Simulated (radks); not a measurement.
The numbers below are computed, except where a source is named.
Problem. Coherent X-ray form factor from a spherical all-electron density. Level of theory: Dirac Kohn-Sham, Slater X-alpha with alpha = 1.044, spin-unpolarised, spherical densities, finite nucleus; Fermi nuclear charge, rms radius of each element as measured or else 0.836 A^(1/3) + 0.57 fm (a radial shooting solver on a logarithmic mesh with Libxc functionals).

sin(theta)/lambda (1/angstrom),f0 (electrons)
0.05,73.431
0.1,71.798
0.15,69.298
0.2,66.198
0.25,62.775
0.3,59.265
0.4,52.603
0.5,46.849
0.6,42.010
0.8,34.285
1,28.256
1.25,22.598
1.5,18.794
2,14.651

The species is in the configuration that NIST lists as its ground one. Which atom or ion scatters so?

Solution. The platinum ion Pt4+, [Xe] 4f14 5d6. Extrapolating in s^2 from the first two rows gives f0(0) = 74.0, near the electron count 74; among species with that count, the fall with angle is slower the higher Z, and the table is that of Z = 78; from so few rows the species is fixed only to a neighbour or two.
